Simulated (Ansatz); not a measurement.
Relaxation of AlH7O3Si (12 atoms, charge 0, multiplicity 1), to a largest force component of 0.03 eV/Å in at most 50 steps.

Level of theory: Ansatz 0.2.0, RKS B3LYP-D4/cc-pVDZ.

```xyz
12
Properties=species:S:1:pos:R:3:forces:R:3
Al -0.160 -0.520 0.007 0.10 0.38 0.01
H -0.805 -0.712 1.425 -0.10 -0.19 0.13
O 1.567 -0.453 -0.025 -0.04 -0.03 -0.08
H 2.057 -0.407 -0.857 -0.05 0.03 0.08
O -1.048 -0.481 -1.476 -0.03 0.00 0.02
H -2.012 -0.434 -1.495 0.06 -0.01 0.00
O -0.496 1.932 1.643 -0.01 -0.90 0.08
Si 0.907 2.692 2.254 -0.05 -0.06 0.02
H 1.956 1.691 2.636 -0.07 0.04 -0.01
H 1.400 3.566 1.152 -0.01 0.01 0.02
H 0.560 3.530 3.453 0.03 -0.06 -0.09
H -0.712 1.050 2.035 0.17 0.80 -0.18
```

Where does it end, and by what steps?

It converged. After 19 steps the energy has fallen by 0.893 eV; H4 moved furthest, 1.08 Å. Joined: Al1–O7 (2.97 → 1.92 Å).

```csv
step,energy less start (eV),largest force component (eV/Å),accepted
0,0.0000,0.901,yes
1,-0.1351,1.083,yes
2,-0.2893,1.792,yes
3,-0.4398,1.592,yes
4,-0.5918,0.333,yes
5,-0.6112,0.764,yes
6,-0.7211,0.504,yes
7,-0.7700,0.246,yes
8,-0.8069,0.424,yes
9,-0.8330,0.384,yes
10,-0.8521,0.681,yes
11,-0.8758,0.260,yes
12,-0.6124,1.631,no
13,-0.8739,0.414,no
14,-0.8884,0.235,yes
15,-0.8900,0.153,yes
16,-0.8928,0.038,yes
17,-0.8929,0.054,yes
18,-0.8929,0.033,yes
19,-0.8932,0.006,yes
```

```xyz
12
Properties=species:S:1:pos:R:3
Al -0.313 -0.236 0.440
H -0.673 -1.602 1.151
O 1.403 0.353 0.508
H 1.918 0.500 -0.295
O -1.086 0.245 -1.046
H -1.768 -0.302 -1.452
O -0.443 1.210 1.701
Si 1.117 2.115 1.767
H 2.176 1.503 2.610
H 1.539 2.859 0.547
H 0.530 3.205 2.646
H -1.187 1.604 2.176
```

Whether the end is a true minimum wasn't checked by a vibrational analysis.

The run took 32 s on 4 threads of Arm Neoverse V2, on a shared host, peak memory 0.26 GiB.
